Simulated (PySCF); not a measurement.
W(O)2(OH)2 (H2O4W), SMILES [OH][W](=[O])(=[O])[OH], multiplicity 1.

Geometry: PBE0-D3(BJ)/def2-SVP. The geometry has at least one imaginary mode, so it is a saddle point at that level. The multiplicity is an assumed one; no other spin state was optimised. The isomer is the one that the SMILES or the coordinates give; other isomers of the formula were not compared. The def2 effective core potentials stand for the cores of W; spin–orbit coupling is left out. The values are those of a single conformer.

Level of theory: PySCF with TDA-CAM-B3LYP/def2-SVPD.

Vertical excitations. Gas-phase values at a fixed geometry. State labels are in the subgroup C2v.

Computed UV-visible absorptions:
| state | symmetry | energy (eV) | λ (nm) | f | main pairs |
|---|---|---|---|---|---|
| S1 | B2 | 5.59 | 222 | 0.011 | HOMO→LUMO 89 % |
| S2 | B1 | 5.67 | 219 | 0.002 | HOMO→LUMO+1 97 % |
| S3 | A2 | 6.11 | 203 | 0.000 | HOMO−1→LUMO 96 % |
| S4 | A2 | 6.46 | 192 | 0.000 | HOMO→LUMO+3 66 %, HOMO→LUMO+4 27 % |
| S5 | B1 | 6.48 | 191 | 0.003 | HOMO−2→LUMO 94 % |
| S6 | B2 | 6.67 | 186 | 0.002 | HOMO−4→LUMO 95 % |
| S7 | A1 | 6.68 | 185 | 0.000 | HOMO−3→LUMO 71 %, HOMO−1→LUMO+1 25 % |
| S8 | A2 | 7.01 | 177 | 0.000 | HOMO−3→LUMO+1 93 % |
| S9 | B2 | 7.10 | 175 | 0.000 | HOMO→LUMO+2 38 %, HOMO−2→LUMO+1 32 %, HOMO→LUMO+5 21 % |
| S10 | B1 | 7.26 | 171 | 0.001 | HOMO−4→LUMO+1 66 %, HOMO−5→LUMO 25 % |
| T1 | B2 | 4.88 | 254 | 0 | HOMO→LUMO 91 % |
| T2 | B1 | 5.32 | 233 | 0 | HOMO→LUMO+1 95 % |
| T3 | A1 | 5.82 | 213 | 0 | HOMO−1→LUMO+1 63 %, HOMO−3→LUMO 12 % |
| T4 | A2 | 5.84 | 212 | 0 | HOMO−1→LUMO 85 % |
Triplets are in the Tamm–Dancoff approximation.
